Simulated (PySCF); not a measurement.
Computed shifts of a molecule C5H7F, PBE0/pcSseg-1 run with PySCF, GIAO, gas phase, atoms alike by connectivity averaged where their shifts nearly agree, in ppm (number of nuclei): ¹³C: 159.3 (1), 149.8 (1), 93.7 (1), 51.5 (1), 19.8 (1). ¹⁹F: -214.3 (1). ¹H: 6.95 (1), 6.74 (1), 5.56 (1), 3.27 (1), 1.55 (3). References: ¹³C against TMS (σ = 186.3 ppm); ¹⁹F against CFCl3 (σ = 167.2 ppm); ¹H against TMS (σ = 31.56 ppm), references at their B3LYP-D3(BJ)/def2-TZVP geometries, non-relativistic. Coordinates come from a B3LYP-D3(BJ)/def2-SVP optimisation. Other conformers were not sampled.

Question: Which molecule gave these data?
A) C[C@H]1C=C(F)C1
B) C=CC(F)C=C
C) C[C@@H]1C=C[C@@H]1F
D) C=CC1(F)CC1

Answer: C, C[C@@H]1C=C[C@@H]1F
